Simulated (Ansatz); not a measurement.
Input and output for MnO3Br (MnBrO₃).

```yaml
crystal:
  periodic: [false, false, false]
  atoms:
    - {symbol: Mn, position_ang: [0.084279, 0.146009, 0.060728]}
    - {symbol: O, position_ang: [0.064687, 0.079406, 1.592912]}
    - {symbol: O, position_ang: [1.516368, 0.106584, -0.486971]}
    - {symbol: O, position_ang: [-0.685128, 1.366207, -0.460364]}
    - {symbol: Br, position_ang: [-0.980206, -1.698205, -0.706314]}
basis:
  gaussian: {orbitals: def2-TZVPP}
hamiltonian: {xc: {name: r2SCANh}}
scf: {omitted_lower_state_checks: [starts]}
```

```sh
$ ansatz run in.yaml --threads 4 --pin off --events-out ev --progress --plain --max-ram 3916MiB
```

It prints (some lines left out):

```
Functional definition: r2SCANh
1313 factors; their error is unknown
mean field evaluation 1: about -107483.9661 eV, gradient 1.2e2 eV
mean field evaluation 2: about -107092.7838 eV, gradient 5.5e2 eV
mean field evaluation 4: about -107499.8585 eV, gradient 5.7e1 eV
mean field evaluation 8: about -107504.9578 eV, gradient 1.0e0 eV
mean field evaluation 16: about -107505.1557 eV, gradient 3.4e-4 eV
mean field -107505.15569199 eV, -3950.7416020688 hartree, gradient 3.4e-5 eV, S^2 0.000000; 0 other end points of the search recorded, 0 dependent functions left out
reference -107505.15570221 eV, -3950.7416024445 hartree; 42, 42 occupied and 163, 163 virtual orbitals, 1313 factors
Total energy: -107505.15570221 eV, -3950.7416024445 hartree
Checks for a lower state left out: starts
```

Run time 6 s (4 threads of Arm Neoverse V1 on a shared host), peak host memory 0.55 GiB.

The restricted singlet is unstable towards broken spin symmetry in Hartree–Fock (as tested in another run); at RKS r2SCANh/def2-TZVPP this wasn't settled.
